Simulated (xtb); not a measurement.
H6NSi2, SMILES [SiH3][N][SiH3] (connectivity only; charge and spin as stated), charge -1, multiplicity 1. All values are semi-empirical tight-binding results from xtb (GFN2-xTB unless named), good for trends rather than for accurate numbers. Coordinates come from a GFN2-xTB optimisation. The spin state was assumed, not searched. The isomer is the one that the SMILES or the coordinates give; other isomers of the formula were not compared.

Optimised geometry:

Bonds (Å): Si1–N2 1.665, Si1–H4 1.492, Si1–H5 1.502, Si1–H6 1.503, N2–Si3 1.665, Si3–H7 1.502, Si3–H8 1.492, Si3–H9 1.503. Angles (°): N2–Si1–H4 108.4, N2–Si1–H5 117.9, N2–Si1–H6 118.9, H4–Si1–H5 104.2, H4–Si1–H6 104.3, H5–Si1–H6 101.5, Si1–N2–Si3 138.0, N2–Si3–H7 117.9, N2–Si3–H8 108.4, N2–Si3–H9 118.9, H7–Si3–H8 104.2, H7–Si3–H9 101.5, H8–Si3–H9 104.3.
Charge -1, spin multiplicity 1.

Computed properties:
```
Property                                         Value
--------------------------------------  --------------
point group as xtb finds it                         C2
orbital gap                                    4.91 eV
zero-point energy                        30.2 kcal/mol
G − E(el) at 298.15 K (modified RRHO)    12.2 kcal/mol
static polarisability (D4 model)            80.6 bohr³
solvation energy, GFN2-xTB/ALPB(water)  -54.5 kcal/mol
solvation energy, GFN2-xTB/ALPB(dmso)   -56.6 kcal/mol
```

Question: Give the atomic charges and the Wiberg bond orders between heavy atoms. (An estimate is asked for; the answer gives what the named calculation found.)

Answer: charges (e) Si1 0.42, N2 -0.50, Si3 0.42, H4 -0.22, H5 -0.23, H6 -0.23, H7 -0.23, H8 -0.22, H9 -0.23. Bond orders Si1–N2 1.50, N2–Si3 1.50.
